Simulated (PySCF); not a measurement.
C2H5NO, charge -1, doublet, geometry from GFN2-xTB (a state made from the parent by changing its charge; the spin is typed, not shown lowest) (in this run its highest filled SCF level lies above zero, so its values depend strongly on the basis, on diffuse functions most of all). Base run: PySCF with PBE0/6-31G.

The PySCF input:
```python
from pyscf import gto, scf, dft, solvent

mol = gto.Mole()
mol.atom = '''
    C    -1.210540   -0.569246   -0.440648
    C    -0.046759    0.297400    0.015254
    N     1.182684   -0.098533   -0.718309
    O     0.058642    0.672469    1.261566
    H    -1.080233   -1.648398   -0.202290
    H    -1.337440   -0.498243   -1.526110
    H    -2.127864   -0.235666    0.045668
    H     1.397318   -1.096422   -0.548005
    H     1.944089    0.419780   -0.281265
'''
mol.basis = '6-31g'
mol.charge = -1
mol.spin = 1
mol.verbose = 4
mol.build()

mf = dft.UKS(mol)
mf.xc = 'pbe0'
mf.kernel()
mf.analyze()
```

Each row names what was changed in the base input (with any setting that the change needs).

| change | ΔE vs base (kcal/mol) |
|---|---|
| base | 0.000 |
| model = IEF-PCM; solvent = n-hexane | -31.58 |
| model = IEF-PCM; solvent = methanol; vdw_scale = 1.0 | -80.7 |
| model = IEF-PCM; solvent = methanol; vdw_scale = 1.1 | -74.4 |
| model = IEF-PCM; solvent = methanol | -68.4 |
| model = COSMO; solvent = methanol | -67.5 |
| model = IEF-PCM; solvent = methanol; lebedev_order = 41 | -68.5 |
| model = IEF-PCM; solvent = methanol; lebedev_order = 11 | -67.4 |
| model = C-PCM; solvent = methanol | -68.6 |
| model = IEF-PCM; solvent = methanol; r_probe = 0.5 | -54.23 |
| model = IEF-PCM; solvent = dimethylsulfoxide | -69.2 |
| model = IEF-PCM; solvent = water | -69.8 |

The base is the gas phase, so ΔE is the electrostatic part of solvation at a fixed geometry, without cavity and dispersion terms.

Open shells are given as the SCF converged; they aren't shown to be the lowest states, and a large step between rows can be another state.

The gas-phase anion may not be bound at this level, which the solvent then changes.
